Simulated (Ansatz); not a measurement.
Ansatz (an electronic-structure program) input:

Ansatz 0.2 input:
```yaml
crystal:
  periodic: [false, false, false]
  atoms:
    - {symbol: Nb, position_ang: [0.26493803, 0.36671274, 0.40954952]}
    - {symbol: O, position_ang: [1.50832308, -0.44228327, -0.44302241]}
    - {symbol: O, position_ang: [-0.67302043, -0.79167228, 1.24877274]}
    - {symbol: Cl, position_ang: [-1.12252370, 0.93250165, -1.26001798]}
basis:
  gaussian:
    orbitals: def2-TZVP
hamiltonian:
  xc: b3lyp
  dispersion: d3bj
relax: {f_tol: 0.002, max_steps: 150}
```

### Question
What final total energy does it print?

### Answer
-667.89499 Eh (B3LYP-D3(BJ)/def2-TZVP). The basis has 139 functions. The run takes around 26 core-seconds (rough).
